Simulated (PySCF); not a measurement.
Species: C3H6NO3S (doublet state).
Z-matrix (Å and degrees, GFN2-xTB geometry), rows numbered from 1:
```
C 
S   1  1.7359
O   2  1.4368  1  110.47
O   2  1.4389  1  110.92  3  -133.16
C   2  1.8640  1  102.24  3   112.69
C   5  1.4850  2   99.19  1   -49.53
N   6  1.3432  5  118.01  2  -121.02
O   6  1.2253  5  119.55  2    55.22
H   1  1.0677  2  118.90  3     7.33
H   1  1.0686  2  117.51  3   171.23
H   5  1.0843  2  105.59  1    67.42
H   5  1.0835  2  110.08  1  -171.45
H   7  1.0047  6  121.62  5     4.71
H   7  1.0078  6  118.44  5   171.12
```

The hyperfine couplings belong to this conformer and change with its torsions.

Identity: `[CH2]S(=O)(=O)CC(N)=O` [radical].

Method used: PySCF, UKS B3LYP, pcH-1 on C H N O S, non-relativistic, mean-field spin-orbit, GIAO. Isolated species at its GFN2-xTB geometry (one conformer only). The geometry wasn't refined by DFT: couplings that depend on bond lengths, twists or pyramidal angles can differ widely from those at the functional's own minimum. Stability of the SCF solution: not tested.

**Question.** What is the g tensor, term by term?

**Answer.** 
```tsv
Δg (ppm)	1	2	3
relativistic mass correction	-185	-185	-185
gauge correction	36	22	69
orbital Zeeman/spin–orbit	-547	135	223
total	-695	-28	108
```

So g = 2.00162, 2.00229, 2.00243 and g_iso = 2.00211; the tensor is rhombic: the two nearest values differ by 17 % of g3 − g1. 

**Question.** Average each term over the three axes. Which is largest in size?

**Answer.** The mass correction -185, the orbital-Zeeman/spin–orbit term -63 and the gauge correction 42 ppm, for a total of -205 ppm. The mass correction is the largest in size. The mass correction is the same along every axis, so the anisotropy comes from the other two: their spans along these axes are 47 (gauge) and 770 ppm (orbital Zeeman/spin–orbit).

**Question.** At 9.461 GHz, how far is the centre of the isotropic spectrum from where a free electron (g = 2.002319) resonates?

**Answer.** B = hν/(g μB) with μB/h = 13.99624 MHz/mT gives 337.59 mT for the free electron and 337.63 mT at g_iso, 0.03 mT higher.

**Question.** What are the electron Larmor frequencies g μB B/h along the three axes at 340 mT?

**Answer.** 9.5252, 9.5283, 9.5290 GHz for g1, g2 and g3, a range of 3.8 MHz.

**Question.** In a frozen sample, at which fields do the three g values resonate at 9.5, 34, 94 and 263 GHz (hyperfine left aside), and which band first spreads them over more than twice a line width of 1.0 mT?

**Answer.** 
| band | GHz | B(g3) mT | B(g2) mT | B(g1) mT | spread mT |
| --- | --- | --- | --- | --- | --- |
| X | 9.5 | 338.97 | 338.99 | 339.10 | 0.14 |
| Q | 34.0 | 1213.14 | 1213.22 | 1213.63 | 0.49 |
| W | 94.0 | 3353.97 | 3354.20 | 3355.32 | 1.35 |
| J | 263.0 | 9383.99 | 9384.63 | 9387.75 | 3.76 |

The spread grows in proportion to the frequency. J band is the first where it exceeds 2.0 mT.

Largest spin populations (Mulliken): C1 (+0.92) and O8 (+0.07). C1 is the only atom above +0.15. The angles at C1 add up to 357.9°, so it is nearly planar; its axial dipolar tensor and the negative couplings of its protons fit spin in a p orbital normal to that plane.

The HOMO–LUMO gaps are 5.55 eV among the α and 5.12 eV among the β orbitals.

The run took 99 s of wall time (grids of density and orbitals included) on one thread of an Arm Neoverse V2, no GPU, shared host with 96 logical CPUs at a one-minute load of 72, and the process peaked at 1.0 GiB of memory.
